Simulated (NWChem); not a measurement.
## NWChem input wanted

SiHCl3: 5 atoms, total charge 0, spin state singlet. As SMILES, `Cl[SiH](Cl)Cl`. The shape is that of a PBE0-D4/def2-TZVP optimisation.

```jsonl
{"atom": "Cl", "x (Å)": "1.6909", "y (Å)": "-0.5714", "z (Å)": "0.8919"}
{"atom": "Si", "x (Å)": "-0.0813", "y (Å)": "-0.0127", "z (Å)": "0.0754"}
{"atom": "Cl", "x (Å)": "0.0177", "y (Å)": "1.9337", "z (Å)": "-0.4913"}
{"atom": "Cl", "x (Å)": "-0.4760", "y (Å)": "-1.1705", "z (Å)": "-1.5442"}
{"atom": "H", "x (Å)": "-1.1513", "y (Å)": "-0.1791", "z (Å)": "1.0681"}
```

Settings wanted:

```yaml
task: gradient
method: HF
basis_set: STO-3G
reference: RHF
relativity: none
SCF_convergence_threshold: 1e-08
iteration_cap: 80
symmetry: none
module: scf
```

Question: Write the NWChem 7.3.0 input and the command.

Answer: One that was run (others would do as well):

job.nw:
```
start job
title "Cl3HSi"
memory stack 880 mb heap 220 mb global 1100 mb
charge 0

geometry noautosym nocenter noautoz
Cl    1.690930   -0.571430    0.891880
Si   -0.081300   -0.012690    0.075440
Cl    0.017700    1.933700   -0.491290
Cl   -0.476020   -1.170520   -1.544190
H    -1.151310   -0.179060    1.068150
end

basis spherical bse
* library STO-3G
end

scf
thresh 1e-08
maxiter 80
end

task scf gradient
```

```bash
$ nwchem job.nw > job.out
```

Calculated total energy: -1650.07798 Eh, largest force 2.436 eV/Å. The shape isn't stationary at this level (largest force 2.4 eV/Å).
